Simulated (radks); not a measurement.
Effect of the nuclear size on neutral cadmium, [Kr] 4d10 5s2. Calculated with a radial shooting solver on a logarithmic mesh with Libxc functionals: Dirac Kohn-Sham, relativistic LDA (MacDonald-Vosko exchange, VWN5 correlation), spin-unpolarised, spherical densities, finite nucleus; Fermi nuclear charge, rms radius 4.6087 fm. The rms radius is varied about that value; shifts are against it.

rms radius (fm) = 3.7377: total energy shift (eV) -1.10; density at nucleus (e/bohr^3) 1.625e+05; 1s1/2 shift (meV) -462; 2s1/2 shift (meV) -52.0; 4s1/2 shift (meV) -1.83; 4p1/2 shift (meV) 0.179; 5s1/2 shift (meV) -0.087
rms radius (fm) = 4.3414: total energy shift (eV) -0.360; density at nucleus (e/bohr^3) 1.591e+05; 1s1/2 shift (meV) -151; 2s1/2 shift (meV) -17.0; 4s1/2 shift (meV) -0.597; 4p1/2 shift (meV) 0.058; 5s1/2 shift (meV) -0.028
rms radius (fm) = 4.6087: total energy shift (eV) 0; density at nucleus (e/bohr^3) 1.577e+05; 1s1/2 shift (meV) 0.000; 2s1/2 shift (meV) 0.000; 4s1/2 shift (meV) 0.000; 4p1/2 shift (meV) 0.000; 5s1/2 shift (meV) 0.000
rms radius (fm) = 5.0097: total energy shift (eV) 0.575; density at nucleus (e/bohr^3) 1.559e+05; 1s1/2 shift (meV) 240; 2s1/2 shift (meV) 27.1; 4s1/2 shift (meV) 0.953; 4p1/2 shift (meV) -0.093; 5s1/2 shift (meV) 0.045
rms radius (fm) = 5.2263: total energy shift (eV) 0.902; density at nucleus (e/bohr^3) 1.55e+05; 1s1/2 shift (meV) 377; 2s1/2 shift (meV) 42.5; 4s1/2 shift (meV) 1.50; 4p1/2 shift (meV) -0.146; 5s1/2 shift (meV) 0.071

Slopes of the eigenvalues against <r^2> in GHz/fm^2, as finite differences over the two radii next to the reference (eigenvalue slopes, not the field-shift constants of lines): 1s1/2 15100, 2s1/2 1700, 4s1/2 60.0, 4p1/2 -5.86, 5s1/2 2.83.
